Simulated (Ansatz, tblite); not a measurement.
Spin states of the cluster WO₃ (the lowest singlet isomer of a short search), each relaxed with PBE0-D4/def2-TZVP in Ansatz. Electronic energies in the gas phase.

In the def2 sets W takes a core potential; there is no spin–orbit coupling. The xTB rows come from tblite. LC-ωPBE has ω = 0.4 bohr⁻¹. Correlated methods freeze 3 core orbitals; core or outer-core shells of W are correlated, in sets that lack core-valence functions. The structure comes from a short search, and lower isomers may exist.

Singlet geometry (C3v within 0.1 Å):

```xyz
4

W    -0.368   -0.193   -0.220
O    -0.842    0.569    1.242
O     0.393    0.995   -1.196
O     0.816   -1.371    0.174
```

Triplet geometry (Cs within 0.1 Å):

Cartesian coordinates in Å:
```
W 0.052 0.089 0.270
O -1.649 -0.016 0.336
O 0.992 -1.531 -0.020
O 0.606 1.457 -0.586
```

Quintet geometry (Cs within 0.1 Å):

```xyz
4

W     0.0659   -0.0961   -0.0359
O     0.9626   -1.4333   -0.5389
O     0.7991    1.6853    0.1930
O    -1.8276   -0.1560    0.3817
```

Only these spin states were relaxed.

Second-order perturbation terms are unreliable where d shells bring near-degenerate states, and here PBE-QIDH/def2-TZVP, MP2/def2-TZVP, MP2/def2-TZVPP lie more than 0.4 eV from the median of the functionals without such a term.

Problem. Estimate which spin state lies lowest at each of these levels, and by how much: GFN1-xTB; GFN2-xTB; HF/def2-TZVP; r2SCAN-D4/def2-TZVP; PBE0-D4/def2-TZVP; r2SCAN0-D4/def2-TZVP; BHLYP-D4/def2-TZVP; LC-ωPBE/def2-TZVP; PBE-QIDH/def2-TZVP; RPA@PBE/def2-TZVP; MP2/def2-TZVP; MP2/def2-TZVPP.

Solution. 
| level | triplet − singlet (kcal/mol) | quintet − singlet (kcal/mol) | lowest of these | remarks |
| --- | --- | --- | --- | --- |
| GFN1-xTB | 103.6 | 232.8 | singlet | – |
| GFN2-xTB | 47.3 | 154.3 | singlet | – |
| HF/def2-TZVP | -8.8 | 20.0 | triplet | test for broken spin undecided (singlet) |
| r2SCAN-D4/def2-TZVP | 35.9 | 113.2 | singlet | – |
| PBE0-D4/def2-TZVP | 35.5 | 109.9 | singlet | – |
| r2SCAN0-D4/def2-TZVP | 29.4 | 98.2 | singlet | – |
| BHLYP-D4/def2-TZVP | 24.0 | 86.8 | singlet | – |
| LC-ωPBE/def2-TZVP | 33.0 | 106.2 | singlet | – |
| PBE-QIDH/def2-TZVP | 41.0 | 121.2 | singlet | test for broken spin undecided (singlet) |
| RPA@PBE/def2-TZVP | 35.5 | 117.0 | singlet | – |
| MP2/def2-TZVP | 62.2 | 165.7 | singlet | test for broken spin undecided (singlet) |
| MP2/def2-TZVPP | 62.2 | 164.8 | singlet | test for broken spin undecided (singlet) |

Change of the quintet − singlet gap on mixing in exact exchange, in kcal/mol: r2SCAN to r2SCAN0 (25 % exact exchange) -15.1. The xTB methods have no spin-polarisation term.

| state | donor atoms | mean metal–ligand distance (Å) | range (Å) | Mulliken spin on the metal (PBE0) |
| --- | --- | --- | --- | --- |
| singlet | 3 | 1.716 | 1.72–1.72 | 0 |
| triplet | 3 | 1.769 | 1.71–1.90 | 1.01 |
| quintet | 3 | 1.856 | 1.69–1.94 | 1.94 |

⟨S²⟩ at PBE0-D4/def2-TZVP: singlet 0.00 (pure 0.00), triplet 2.01 (pure 2.00), quintet 6.02 (pure 6.00).
